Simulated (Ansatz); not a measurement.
Reaction (formal hydrolysis of a B–Br bond): `NB(Br)O[SiH3]` + H₂O → `NB(O)O[SiH3]` + HBr

Isolated molecules relaxed with PBE0-D4/def2-TZVP in Ansatz; ΔE leaves out vibrations. CBS: MP2 limit from def2 TZ/QZ plus the TZ coupled-cluster correction, frozen cores. This one scheme is used for every species. Functionals use def2-TZVPP. For Br outer-core shells are correlated without core-valence functions, which leaves a few kJ/mol of doubt a bond. Scalar relativity is left out up to krypton. Each species was taken in one conformer, which may not be the lowest.

Question: Is it downhill or uphill in electronic energy at CCSD(T)/CBS, and by how much? (An estimate is asked.)

Answer: Ansatz gave: Downhill: ΔE = -0.25 eV.

Question: What do these levels give: PBE-D4, PBE0-D4, ωB97M-V, PBE-QIDH, RPA@PBE/def2-TZVPP, HF/def2-QZVPP? (Estimate.)

Answer: Ansatz gave: PBE-D4 -0.24, PBE0-D4 -0.26, ωB97M-V -0.32, PBE-QIDH -0.28, RPA@PBE/def2-TZVPP -0.31, HF/def2-QZVPP -0.48 eV.

Largest T1 diagnostic among the species: 0.011.

In def2-TZVPP, CCSD(T) changes the Hartree–Fock value by +0.17 eV (the triples alone add +0.03 eV) and MP2 by +0.25 eV. From BLYP to BHLYP (50 % exact exchange), in def2-TZVPP and without D4, ΔE moves by −0.05 eV. Leaving LDA and LC-ωPBE aside and taking each functional with its dispersion term where it has one, the values, not all of them listed here, spread over 0.18 eV, from CAM-B3LYP-D4 to revPBE-D4. LDA lies −0.06 eV from PBE without D4.
